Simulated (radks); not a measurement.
All-electron atom: neutral magnesium in [Ne] 3s2. Calculated with a radial shooting solver on a logarithmic mesh with Libxc functionals: scalar-relativistic Kohn-Sham, r2SCAN, spin-polarised, spherical densities, finite nucleus; meta-GGA in the generalised Kohn-Sham scheme; Fermi nuclear charge, rms radius 3.057 fm.

Local quantities along the radius. ELF = 1/(1 + alpha^2) is the electron localisation function; alpha = (tau - tau_W)/tau_unif compares the Pauli kinetic energy density with that of the uniform gas (summed over spins); r v_xc is r times the local exchange-correlation potential of spin up (hartree bohr, multiplicative part alone); -r V(r) is the screened charge that the Kohn-Sham potential of spin up presents (atomic units); s = |grad rho|/(2 (3 pi^2)^(1/3) rho^(4/3)) is the reduced gradient. tau is taken from the large components.

r (bohr),ELF,alpha,r v_xc,-r V(r),s
0.005375,1.000,0.007335,-0.09371,11.88,0.4129
0.006109,1.000,0.007484,-0.1017,11.86,0.4126
0.006888,1.000,0.007653,-0.1101,11.84,0.4129
0.007828,1.000,0.007870,-0.1202,11.81,0.4138
0.008897,1.000,0.008129,-0.1314,11.78,0.4155
0.01003,1.000,0.008420,-0.1432,11.74,0.4177
0.0114,1.000,0.008790,-0.1570,11.70,0.4207
0.01285,1.000,0.009205,-0.1714,11.66,0.4243
0.01461,1.000,0.009737,-0.1883,11.61,0.4290
0.01647,1.000,0.01034,-0.2058,11.55,0.4343
0.01872,1.000,0.01112,-0.2261,11.49,0.4410
0.02128,1.000,0.01209,-0.2483,11.41,0.4490
0.02399,1.000,0.01322,-0.2708,11.33,0.4578
0.02727,1.000,0.01472,-0.2966,11.24,0.4688
0.03074,1.000,0.01651,-0.3224,11.14,0.4809
0.03494,1.000,0.01898,-0.3516,11.02,0.4959
0.03971,1.000,0.02224,-0.3822,10.88,0.5136
0.04478,0.999,0.02632,-0.4120,10.74,0.5330
0.05089,0.999,0.03228,-0.4445,10.58,0.5572
0.05738,0.998,0.04008,-0.4753,10.41,0.5838
0.06522,0.997,0.05204,-0.5081,10.21,0.6172
0.07412,0.995,0.06995,-0.5405,9.993,0.6564
0.08357,0.991,0.09552,-0.5709,9.774,0.6992
0.09498,0.981,0.1385,-0.6042,9.526,0.7516
0.1071,0.960,0.2035,-0.6375,9.280,0.8064
0.1217,0.908,0.3182,-0.6706,8.999,0.8681
0.1372,0.802,0.4965,-0.6685,8.686,0.9221
0.156,0.607,0.8044,-0.5572,8.226,0.9599
0.1773,0.385,1.264,-0.4270,7.726,0.9495
0.1999,0.244,1.763,-0.4968,7.427,0.8677
0.2272,0.184,2.106,-0.5377,7.050,0.7007
0.2561,0.196,2.025,-0.6140,6.710,0.5165
0.2911,0.282,1.595,-0.6194,6.245,0.3660
0.3309,0.443,1.121,-0.7505,5.882,0.2968
0.3731,0.609,0.8011,-0.8542,5.508,0.2976
0.424,0.740,0.5932,-0.9078,5.047,0.3396
0.478,0.811,0.4826,-0.9350,4.599,0.3989
0.5433,0.850,0.4197,-0.9664,4.146,0.4753
0.6126,0.865,0.3948,-0.9931,3.753,0.5591
0.6963,0.864,0.3971,-0.9991,3.358,0.6651
0.7913,0.843,0.4308,-0.9855,2.999,0.7946
0.8922,0.798,0.5036,-0.9546,2.695,0.9448
1.014,0.695,0.6626,-0.8781,2.375,1.142
1.143,0.511,0.9777,-0.6621,1.968,1.356
1.299,0.248,1.741,-0.4529,1.582,1.564
1.477,0.090,3.181,-0.4570,1.429,1.590
1.665,0.053,4.218,-0.5034,1.335,1.302
1.893,0.085,3.273,-0.5740,1.262,0.8504
2.134,0.311,1.488,-0.7179,1.276,0.6232
2.425,0.759,0.5631,-0.6724,1.101,0.6306
2.756,0.962,0.1987,-0.6986,1.010,0.7628
3.108,0.995,0.07172,-0.7150,0.9329,0.9463
3.532,0.999,0.02359,-0.7161,0.8549,1.203
3.983,1.000,0.008137,-0.6963,0.7806,1.524
4.527,1.000,0.002538,-0.6503,0.6954,2.000
5.104,1.000,0.0008221,-0.5808,0.6036,2.648
5.801,1.000,0.0002366,-0.4731,0.4828,3.695
6.593,1.000,0.00006496,-0.3193,0.3230,5.371
7.433,1.000,0.00001855,-0.1113,0.1126,7.951
8.448,1.000,4.680e-06,0.2115,-0.2112,12.70
9.525,1.000,1.225e-06,0.5592,-0.5591,20.74
10.83,1.000,2.493e-07,0.6624,-0.6624,37.24

On this mesh the ELF has minima near r = 0.23, 1.7 bohr, which separate the shells, and maxima near 0.61 (0.87).
